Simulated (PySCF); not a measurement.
B+ (boron, charge +1) across methods

[He] 2p2, high-spin 3P determinant (an excited configuration). Calculation: PySCF 2.14, in aug-cc-pwCVQZ; no relativity, point nucleus.

```json
{"method": "UHF", "E (hartree)": "-23.83508", "mean ε 1s α (eV)": "-222.74", "mean ε 1s β (eV)": "-221.84", "mean ε 2p α (eV)": "-18.993", "Σ⟨r²⟩ (bohr²)": "8.449", "⟨S²⟩": "2.000"}
{"method": "M06", "E (hartree)": "-23.9552", "mean ε 1s α (eV)": "-201.51", "mean ε 1s β (eV)": "-200.89", "mean ε 2p α (eV)": "-15.651", "Σ⟨r²⟩ (bohr²)": "8.320", "⟨S²⟩": "2.000"}
{"method": "TPSSh", "E (hartree)": "-23.9599", "mean ε 1s α (eV)": "-198.71", "mean ε 1s β (eV)": "-197.83", "mean ε 2p α (eV)": "-15.148", "Σ⟨r²⟩ (bohr²)": "8.243", "⟨S²⟩": "2.000"}
{"method": "PBE0", "E (hartree)": "-23.9191", "mean ε 1s α (eV)": "-201.24", "mean ε 1s β (eV)": "-200.36", "mean ε 2p α (eV)": "-15.854", "Σ⟨r²⟩ (bohr²)": "8.278", "⟨S²⟩": "2.000"}
{"method": "r2SCAN", "E (hartree)": "-23.9443", "mean ε 1s α (eV)": "-196.99", "mean ε 1s β (eV)": "-196.17", "mean ε 2p α (eV)": "-14.935", "Σ⟨r²⟩ (bohr²)": "8.213", "⟨S²⟩": "2.000"}
{"method": "PBE", "E (hartree)": "-23.9254", "mean ε 1s α (eV)": "-193.84", "mean ε 1s β (eV)": "-192.97", "mean ε 2p α (eV)": "-14.669", "Σ⟨r²⟩ (bohr²)": "8.267", "⟨S²⟩": "2.000"}
{"method": "LDA", "E (hartree)": "-23.6718", "mean ε 1s α (eV)": "-191.85", "mean ε 1s β (eV)": "-190.97", "mean ε 2p α (eV)": "-14.576", "Σ⟨r²⟩ (bohr²)": "8.305", "⟨S²⟩": "2.000"}
```

Estimate the same row for M06-L.

E (hartree) = -23.9617; mean ε 1s α (eV) = -197.23; mean ε 1s β (eV) = -196.58; mean ε 2p α (eV) = -14.797; Σ⟨r²⟩ (bohr²) = 8.172; ⟨S²⟩ = 2.000.
